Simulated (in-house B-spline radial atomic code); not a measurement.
Settings and results of a run for the lanthanum ion La⁶⁺ (an excited or competing configuration). Level of theory: Dirac-Hartree-Fock, average of configuration, Fermi nucleus of rms radius 4.855 fm; calculated with a radial B-spline atomic code at the basis-set limit.

Command:
```bash
python run_scf.py task.json out
```
Settings (nuclear radius in fm, mass in u):
```
Z                57
configuration    [Kr] 4d9 5s2 5p3 7f1
hamiltonian      dirac
method           hf
spin_polarised   False
nucleus          fermi
rms_radius       4.855
atomic_mass      138.90636
speed_of_light   137.035999084
```

Output (hartree, bohr):
```
 radial grid: 72 intervals, B-splines of order 8, outer radius 36.5672 bohr

 iter        energy (Eh)    residual
    1       -8453.114720    1.16e+00
    2       -8475.017914    5.55e-01
    3       -8478.954673    1.67e-01
    4       -8479.350941    5.77e-02
    5       -8479.393071    1.82e-02
    6       -8479.398803    1.20e-03
    7       -8479.398831    3.20e-04
    8       -8479.398832    2.65e-05
    9       -8479.398832    7.56e-07
   10       -8479.398832    4.14e-08

 total energy                     -8479.39883
 kinetic                            9074.7682
 electron-nucleus                 -20463.4146
 electron-electron                  2909.2476

 first-order corrections (not in the total)
   Gaunt                             7.7698
   retardation                      -0.8080
   frequency dependence             -0.0861
   self-energy                       5.3326
   Uehling                          -0.7742
   Wichmann-Kroll                    0.0201
   recoil                            0.0222

 orbital      occ     eigenvalue          <r>       <r^2>       <1/r>       r_max    small
 1s1/2      2.000     -1442.4605    0.0250633 0.000853486     62.0124     0.01608  4.44e-02
 2s1/2      2.000      -236.5274     0.106851   0.0135327     14.6113     0.09098  9.65e-03
 2p1/2      2.000      -222.6802    0.0899985  0.00998169     14.5528     0.06958  9.64e-03
 2p3/2      4.000      -207.4457    0.0960528   0.0112402     13.2418     0.07471  9.08e-03
 3s1/2      2.000       -55.0080      0.28339   0.0918903     5.28297      0.2598  2.96e-03
 3p1/2      2.000       -49.1371      0.27369   0.0870311     5.18381      0.2469  2.89e-03
 3p3/2      4.000       -46.0920     0.285385   0.0944314     4.86138      0.2579  2.74e-03
 3d3/2      4.000       -35.9445     0.257045   0.0779642     4.70698      0.2082  2.60e-03
 3d5/2      6.000       -35.3023     0.260748   0.0800867     4.62454      0.2113  2.56e-03
 4s1/2      2.000       -14.4264     0.648697    0.473627      2.1761      0.6055  8.95e-04
 4p1/2      2.000       -12.1451     0.669402    0.508162     2.07035      0.6166  8.29e-04
 4p3/2      4.000       -11.4801     0.693637    0.545378     1.97255      0.6391  7.88e-04
 4d3/2      3.600        -7.7285     0.744618    0.638992     1.77039      0.6615  6.59e-04
 4d5/2      5.400        -7.6106     0.753352    0.653797     1.74498      0.6693  6.46e-04
 5s1/2      2.000        -4.4941      1.43514     2.29002    0.925156       1.345  2.37e-04
 5p1/2      1.000        -3.8122      1.53909     2.64099    0.858101       1.437  2.11e-04
 5p3/2      2.000        -3.6796      1.58584     2.80196    0.826994       1.483  2.01e-04
 7f5/2      0.429        -0.6396      7.36656     61.3954    0.197168       8.062  2.82e-05
 7f7/2      0.571        -0.6391      7.37416     61.5191    0.196905       8.071  2.82e-05
```

Run time, properties included: 2.4 s on 1 thread of Arm Neoverse N1, with other jobs on the host.

For the Dirac Hamiltonian the kinetic term is c α·p + (β - 1)c².
